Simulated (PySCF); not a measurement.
How methods differ on the excitation energy of Ag²⁺

Ag²⁺ [Kr] 4d9 (2D) → Ag²⁺ [Kr] 4d8 5s1 (4F), as a difference of total energies. All numbers are calculated (PySCF 2.14, scalar relativity through the core potential, in aug-cc-pVTZ-PP with ECP28MDF (6s6p5d3f2g, 88 functions)). Correlated levels: valence: 4s2 4p6 frozen. The calculations carry no spin-orbit coupling.

```json
{"method": "UHF", "excitation energy (eV)": "7.236"}
{"method": "LDA", "excitation energy (eV)": "7.417"}
{"method": "PBE", "excitation energy (eV)": "7.331"}
{"method": "PBE0", "excitation energy (eV)": "7.527"}
{"method": "r2SCAN", "excitation energy (eV)": "7.182"}
{"method": "PW91", "excitation energy (eV)": "7.317"}
{"method": "r2SCANh", "excitation energy (eV)": "7.258"}
{"method": "BLYP", "excitation energy (eV)": "7.185"}
{"method": "LC-wPBE", "excitation energy (eV)": "7.735"}
{"method": "MP2 (valence)", "excitation energy (eV)": "8.085"}
{"method": "SCS-MP2 (valence)", "excitation energy (eV)": "8.237"}
```

Question: How much does correlation contribute at MP2 (valence)?

Answer: 8.085 − (7.236) = 0.849 eV, measured against UHF.
